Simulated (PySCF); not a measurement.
## How methods differ on the excitation energy of C

C [He] 2s2 2p2 (3P) → C [He] 2s1 2p3 (5S), as a difference of total energies. Calculation: PySCF 2.14, in aug-cc-pCVTZ-DK; scalar relativity by spin-free X2C-1e. Correlated levels: valence and next inner shell: nothing frozen. The calculations carry no spin-orbit coupling.

| method | excitation energy (eV) |
| --- | --- |
| UHF | 2.596 |
| MP2 (valence and next inner shell) | 3.726 |
| SCS-MP2 (valence and next inner shell) | 4.295 |
| CCSD (valence and next inner shell) | 4.061 |
| CCSD(T) (valence and next inner shell) | 4.116 |

Q: How much does correlation contribute at CCSD(T) (valence and next inner shell)?

A: 4.116 − (2.596) = 1.520 eV, measured against UHF.

Errors of the correlated levels include the incompleteness of this basis.

For comparison: 4.179 eV (measured; NIST levels, between the centres of gravity of the two terms).
